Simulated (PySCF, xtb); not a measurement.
Cd(NH2)2 (CdH₄N₂), SMILES [NH2][Cd][NH2]. Other conformers were not sampled.

Harmonic wavenumbers (cm⁻¹) from GFN2-xTB (xtb) at its own minimum, in rising order: 58, 97, 161, 346, 392, 613, 624, 631, 646, 1518, 1524, 3275, 3276, 3341, 3347.

What does PBE0-D3(BJ)/def2-TZVP run with PySCF 2.14.0 give at its own minimum? (The exact figures need the calculation; the answer reports its results.)

142, 148, 164, 496, 547, 593, 629, 796, 797, 1561, 1561, 3530, 3530, 3623, 3623. Paired by order, the mean absolute difference is 129 cm⁻¹ and the zero-point energies are 28.4 and 31.1 kcal/mol.
